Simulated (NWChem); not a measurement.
System: AlBrF2; SMILES [F][Al]([F])[Br]

Program: NWChem. Pople sets run with spherical d functions. Structure relaxed at the PBE-D3(BJ)/def2-SVP level. Field at 589 nm.

For level B3LYP/aug-cc-pVDZ:

| Property | Result |
|---|---|
| isotropic polarisability (bohr³) | 43.4 |
| anisotropy (bohr³) | 15.0 |

### Question
How do the values read with level B3LYP/6-31G* instead?

### Answer
| Property | Result |
|---|---|
| isotropic polarisability (bohr³) | 33.2 |
| anisotropy (bohr³) | 18.2 |
